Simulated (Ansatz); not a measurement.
Species: sum formula H$_{7}$Si$_{3}$O$_{2}$, net charge 0, doublet state. It need not be the lowest isomer of its formula. 
Structure (B3LYP-D3(BJ)/def2-TZVP (Ansatz, a first-principles code) minimum search):
SMILES: O([SiH2])[SiH2]O[SiH3]
```xyz
12

Si     0.0289    -0.7841     1.1705
O      1.4037    -0.3048     0.4285
Si     2.1362     0.5849    -0.7421
O     -1.2722    -0.0701     0.4971
Si    -2.1057     0.3218    -0.8595
H      0.0906    -0.3749     2.5846
H     -0.0826    -2.2491     1.0279
H      1.5840     1.9693    -0.7430
H      3.5936     0.6103    -0.4467
H     -3.1341     1.3212    -0.5035
H     -1.1803     0.8912    -1.8669
H     -2.7539    -0.8847    -1.4224
```
Charge 0, spin multiplicity 2.

Dipole moments at this geometry, in debye (magnitudes).

```json
[
 {"level": "SVWN5/def2-TZVPD", "program": "Ansatz", "dipole (D)": "0.34"},
 {"level": "BLYP/def2-TZVPD", "program": "Ansatz", "dipole (D)": "0.36"},
 {"level": "r2SCAN/def2-TZVPD", "program": "Ansatz", "dipole (D)": "0.35"},
 {"level": "B97M-V/def2-TZVPD", "program": "Ansatz", "dipole (D)": "0.40"},
 {"level": "B3LYP/def2-TZVPD", "program": "Ansatz", "dipole (D)": "0.40"},
 {"level": "PBE0/def2-TZVPD", "program": "Ansatz", "dipole (D)": "0.37"},
 {"level": "r2SCANh/def2-TZVPD", "program": "Ansatz", "dipole (D)": "0.36"},
 {"level": "r2SCAN0/def2-TZVPD", "program": "Ansatz", "dipole (D)": "0.39"},
 {"level": "HSE06/def2-TZVPD", "program": "Ansatz", "dipole (D)": "0.37"},
 {"level": "LC-wPBE/def2-TZVPD", "program": "Ansatz", "dipole (D)": "0.39"},
 {"level": "wB97M-V/def2-TZVPD", "program": "Ansatz", "dipole (D)": "0.42"},
 {"level": "wB97X-V/def2-TZVPD", "program": "Ansatz", "dipole (D)": "0.36"},
 {"level": "CCSD(T)/aug-cc-pV(D+d)Z", "program": "Ansatz", "dipole (D)": "0.40"}
]
```
